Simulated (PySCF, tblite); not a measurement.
Compound: C7H8FN.
Atom-mapped SMILES: `[H]/[N:6]=[C:5](\[CH:4]=[C:3]=[C:2]=[CH2:1])[CH2:7][CH2:8][F:9]` (hydrogens: H10, H11 on C1; H12 on C4; H13 on N6; H14, H15 on C7; H16, H17 on C8)

Computed with GFN2-xTB (tblite), gas phase: Langevin dynamics at 300 K from the optimised GFN2-xTB geometry, time step 0.5 fs, friction 0.01 fs⁻¹, 2000 steps. Over the second half of the run the saved frames average 318 K.

Frame at 250 fs, instantaneous temperature 344 K:
```
atom  x, y, z in Å
C1      3.655   -0.660   -1.044
C2      2.496   -0.192   -0.576
C3      1.411    0.184    0.020
C4      0.365    0.209    0.878
C5     -0.893   -0.477    0.590
N6     -1.130   -1.619    0.077
C7     -2.168    0.315    0.976
C8     -2.693    1.049   -0.227
F9     -1.677    1.935   -0.690
H10     4.598   -0.228   -0.661
H11     3.675   -1.403   -1.833
H12     0.391    0.766    1.825
H13    -0.307   -1.986   -0.353
H14    -1.867    1.012    1.731
H15    -3.015   -0.262    1.370
H16    -3.528    1.699   -0.042
H17    -2.954    0.419   -1.026
```

Frame at 425 fs, instantaneous temperature 316 K:
```
atom  x, y, z in Å
C1      3.627   -0.218   -0.833
C2      2.506    0.026   -0.199
C3      1.384    0.087    0.416
C4      0.223    0.364    0.880
C5     -0.994   -0.441    0.862
N6     -1.139   -1.690    0.729
C7     -2.274    0.421    0.894
C8     -2.389    1.209   -0.470
F9     -1.502    2.239   -0.535
H10     4.481    0.512   -0.685
H11     3.795   -1.069   -1.506
H12     0.171    1.121    1.585
H13    -0.380   -2.300    0.712
H14    -2.231    1.141    1.729
H15    -3.086   -0.218    0.989
H16    -3.436    1.675   -0.526
H17    -2.174    0.462   -1.306
```

Frame at 625 fs, instantaneous temperature 415 K:
```
atom  x, y, z in Å
C1      3.545   -0.697    0.168
C2      2.334   -0.400    0.442
C3      1.354    0.322    0.887
C4      0.107    0.725    0.999
C5     -1.013   -0.119    0.468
N6     -0.967   -1.305    0.149
C7     -2.373    0.639    0.329
C8     -2.435    1.655   -0.705
F9     -1.713    2.711   -0.320
H10     4.431   -0.087    0.444
H11     3.757   -1.672   -0.220
H12    -0.013    1.713    1.460
H13    -0.040   -1.784    0.166
H14    -2.571    1.151    1.335
H15    -3.161   -0.069    0.271
H16    -3.464    2.054   -0.758
H17    -2.225    1.365   -1.729
```

Frame at 800 fs, instantaneous temperature 241 K:
```
atom  x, y, z in Å
C1      3.403   -0.696    0.312
C2      2.187   -0.462    0.722
C3      1.125   -0.047    1.231
C4     -0.107    0.420    1.388
C5     -1.242   -0.102    0.605
N6     -1.322   -1.305    0.182
C7     -2.515    0.744    0.628
C8     -2.479    2.022   -0.293
F9     -1.777    3.068    0.253
H10     4.226   -0.422    0.908
H11     3.579   -1.155   -0.585
H12    -0.344    1.000    2.191
H13    -0.426   -1.804    0.325
H14    -2.599    1.032    1.611
H15    -3.358    0.149    0.185
H16    -3.422    2.418   -0.577
H17    -1.917    1.650   -1.139
```

Frame at 1000 fs, instantaneous temperature 265 K:
```
atom  x, y, z in Å
C1      3.465    0.073    0.802
C2      2.194    0.376    0.936
C3      0.949    0.254    0.962
C4     -0.303    0.800    1.109
C5     -1.517    0.121    0.658
N6     -1.460   -0.963    0.015
C7     -2.820    0.743    1.129
C8     -3.088    1.918    0.163
F9     -2.537    3.077    0.815
H10     4.296    0.812    1.042
H11     3.900   -0.901    0.430
H12    -0.215    1.799    1.414
H13    -0.508   -1.153   -0.327
H14    -2.888    1.011    2.147
H15    -3.633    0.031    1.089
H16    -4.199    2.017   -0.044
H17    -2.551    1.653   -0.738
```

Problem. What do single points at PBE0/pcSseg-1 (PySCF, gas phase) give on these frames?

Solution. 
```tsv
t (fs)	GFN2-xTB E above start (eV)	DFT E above lowest frame (eV)	HOMO (eV)	LUMO (eV)	dipole (D)
250	0.65	0.00	-7.05	-2.44	1.17
425	0.64	0.12	-7.09	-2.20	0.75
625	0.68	0.13	-7.14	-2.13	0.75
800	0.68	0.19	-7.08	-2.39	0.95
1000	1.00	0.43	-6.99	-2.56	1.23
```

The two levels order the frames alike by energy but for pairs within 0.08 eV at one level; measured from each level's lowest frame they differ by 0.15 eV at most. The HOMO–LUMO gap runs from 4.43 to 5.01 eV. These are instantaneous structures, not minima.

Problem. And the isotropic GIAO shieldings (ppm) from the same runs?

Solution. 
```tsv
atom	250 fs	425 fs	625 fs	800 fs	1000 fs	mean	range
C1	80.0	75.8	83.6	84.0	75.2	79.7	8.8
C2	-3.7	-3.1	-2.5	2.5	2.1	-0.9	6.2
C3	-5.9	-0.3	-11.8	1.7	-12.5	-5.8	14.2
C4	61.5	72.6	72.5	65.7	58.1	66.1	14.5
C5	1.4	9.2	24.8	3.1	10.8	9.9	23.4
N6	-86.6	-90.6	-60.8	-111.7	-92.9	-88.5	50.9
C7	139.9	132.1	137.1	136.2	146.0	138.3	13.9
C8	96.4	92.2	109.9	101.1	89.7	97.9	20.2
F9	402.4	406.0	416.2	419.2	380.9	404.9	38.3
H10	25.3	25.0	25.0	26.4	25.3	25.4	1.4
H11	25.6	25.1	26.4	27.1	24.6	25.8	2.5
H12	24.7	26.4	25.0	26.6	25.3	25.6	1.9
H13	21.4	19.8	20.1	20.7	20.3	20.5	1.6
H14	29.3	28.5	27.7	30.2	29.5	29.0	2.5
H15	29.2	30.4	29.7	28.3	29.4	29.4	2.1
H16	27.0	25.5	26.7	27.2	25.6	26.4	1.7
```

What follows is the cost of the whole dynamics run. On one thread, Arm Neoverse N1 (aarch64), shared host, this took 21 s wall and 0.18 GiB of memory at its peak.
